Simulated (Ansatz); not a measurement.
`CNBBr` + H₂ → `BNC` + HBr at 600 K and 1 bar (hydrogenolysis of a B–Br bond).

Isolated molecules relaxed with PBE0-D4/def2-TZVP in Ansatz; ΔE leaves out vibrations. CBS: MP2 limit from def2 TZ/QZ plus the TZ coupled-cluster correction, frozen cores. This one scheme is used for every species. For Br outer-core shells are correlated without core-valence functions, which leaves a few kJ/mol of doubt a bond. Scalar relativity is left out up to krypton. One conformer a species, not always the lowest.

| species | CCSD(T)/CBS energy (Eh) | H − E (kJ/mol) | S (J/(mol·K)) |
| --- | --- | --- | --- |
| `CNBBr` | -2693.95268 | 229.3 | 383.5 |
| H₂ | -1.17544 | 43.9 | 150.8 |
| `BNC` | -121.18426 | 242.2 | 328.7 |
| HBr | -2573.91920 | 33.5 | 219.1 |

H − E and S are ideal-gas, rigid-rotor, harmonic terms from PBE0-D4/def2-TZVP, for one conformer and one mirror image of each species. The MP2-based limit puts H₂ 0.8 mEh under its directly extrapolated value; such offsets cancel only in part. 1 Eh = 2625.50 kJ/mol, R = 8.31446 J/(mol·K).

**Question.** By hand: ΔE, ΔH, ΔS and ΔG.

**Answer.** ΔE = (-121.18426) + (-2573.91920) − (-2693.95268) − (-1.17544) = 0.02466 Eh = 64.7 kJ/mol. Δ(H − E) = 242.2 + 33.5 − 229.3 − 43.9 = 2.5, so ΔH = 67.2 kJ/mol. ΔS = 328.7 + 219.1 − 383.5 − 150.8 = 13.5 J/(mol·K). ΔG = 67.2 − 600 × (13.5)/1000 = 59.1 kJ/mol.

**Question.** By hand: the equilibrium constant, and the temperature at which ΔG would vanish if ΔH and ΔS stayed fixed.

**Answer.** log₁₀ K = −ΔG/(RT ln 10) = -5.1. ΔG = 0 at ΔH/ΔS = 4978 K, far beyond where these terms or the molecules hold.

The number of gas molecules stays the same, so ΔS is small and ΔH decides. A doubt of 5 kJ/mol in ΔE shifts log₁₀ K by 0.4 here. Other conformers and mirror images would add mixing entropy, several J/(mol·K) or more a flexible species. These are equilibria of isolated gas molecules and say nothing of rates. Largest T1 diagnostic: 0.012 (customary marks: 0.02 for closed shells, 0.045 for open ones).
